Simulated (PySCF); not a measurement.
# Radial density of Sb (antimony, neutral)

r2SCAN0, [Kr] 4d10 5s2 5p2 5d1, one real determinant (an excited configuration). Calculation: PySCF 2.14, in aug-cc-pVDZ-PP with ECP28MDF (5s4p3d, 32 functions); a scalar-relativistic core potential. This is the valence pseudo-density: the core potential removes the inner electrons and smooths the orbitals near the nucleus.

```json
{"r (bohr)": "0.00494", "4πr²ρ (e/bohr)": "1.392e-05", "4πr²(ρα − ρβ)": "0.0000"}
{"r (bohr)": "0.00830", "4πr²ρ (e/bohr)": "3.851e-05", "4πr²(ρα − ρβ)": "0.0000"}
{"r (bohr)": "0.0140", "4πr²ρ (e/bohr)": "0.0001024", "4πr²(ρα − ρβ)": "0.0000"}
{"r (bohr)": "0.0235", "4πr²ρ (e/bohr)": "0.0002450", "4πr²(ρα − ρβ)": "0.0000"}
{"r (bohr)": "0.0395", "4πr²ρ (e/bohr)": "0.0004641", "4πr²(ρα − ρβ)": "0.0000"}
{"r (bohr)": "0.0665", "4πr²ρ (e/bohr)": "0.0008481", "4πr²(ρα − ρβ)": "0.0000"}
{"r (bohr)": "0.112", "4πr²ρ (e/bohr)": "0.005572", "4πr²(ρα − ρβ)": "0.0000"}
{"r (bohr)": "0.188", "4πr²ρ (e/bohr)": "0.07068", "4πr²(ρα − ρβ)": "0.0004"}
{"r (bohr)": "0.316", "4πr²ρ (e/bohr)": "1.192", "4πr²(ρα − ρβ)": "0.0089"}
{"r (bohr)": "0.532", "4πr²ρ (e/bohr)": "13.75", "4πr²(ρα − ρβ)": "0.1180"}
{"r (bohr)": "0.895", "4πr²ρ (e/bohr)": "22.30", "4πr²(ρα − ρβ)": "0.0333"}
{"r (bohr)": "1.51", "4πr²ρ (e/bohr)": "5.795", "4πr²(ρα − ρβ)": "0.3737"}
{"r (bohr)": "2.53", "4πr²ρ (e/bohr)": "2.016", "4πr²(ρα − ρβ)": "1.0397"}
{"r (bohr)": "4.26", "4πr²ρ (e/bohr)": "0.5707", "4πr²(ρα − ρβ)": "0.5165"}
{"r (bohr)": "7.16", "4πr²ρ (e/bohr)": "0.03552", "4πr²(ρα − ρβ)": "0.0353"}
```

⟨L²⟩ = 7.98 against 12 for a pure F term, so this real determinant mixes terms. Energies and moments cover only the electrons outside the core potential. The outer electron is Rydberg-like, and this basis confines it to a smaller radius and binds it less than a complete one would. At r2SCAN0 the highest occupied level has a positive energy, so only the finite basis holds that electron; for this excited configuration the basis is too tight for the outer shell.
